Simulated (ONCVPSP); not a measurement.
An all-electron radial function and its pseudo partner (Cr)

Columns: radius, all-electron u(r) and pseudo u(r) of the 3p shell (level -46.09 eV) of chromium in the configuration [Ne] 3s2 3p6 3d5 4s0.5 4p0.5; Wu-Cohen, scalar-relativistic, ONCV scheme, ONCVPSP 4.0.1.

```
r (bohr)  all-electron  pseudo
   0.103       -0.4780  0.0418
   0.205       -0.4980  0.1586
   0.308       -0.0993  0.3330
   0.410        0.3617  0.5339
   0.513        0.7298  0.7342
   0.615        0.9603  0.9025
   0.718        1.0718  1.0217
   0.820        1.0924  1.0801
   0.923        1.0537  1.0799
   1.025        0.9807  1.0303
   1.128        0.8894  0.9449
   1.230        0.7932  0.8410
   1.332        0.6981  0.7318
   1.435        0.6076  0.6268
   1.538        0.5246  0.5331
   1.640        0.4509  0.4535
   1.743        0.3851  0.3854
   1.845        0.3281  0.3280
   1.948        0.2782  0.2781
   2.050        0.2356  0.2356
   2.153        0.1988  0.1988
   2.255        0.1677  0.1677
   2.358        0.1411  0.1410
   2.460        0.1187  0.1187
   2.562        0.0997  0.0997
   2.665        0.0836  0.0836
```

Problem. How many radial nodes do the two functions have?

Solution. The all-electron 3p function has n − l − 1 = 1; the pseudo-wave has 0, since the states of the same l below it are removed with the core.

Problem. At about which radius was the pseudo-wave matched?

Solution. 1.90 bohr. The columns agree to 0.0005 from 1.74 bohr on; several derivatives are matched, so the curves merge somewhat inside the radius.

Problem. Is the pseudo-wave norm-conserving?

Solution. Yes: the ONCV scheme keeps the norm inside the radius equal to the all-electron one, which fixes the energy derivative of the logarithmic derivative at the level.
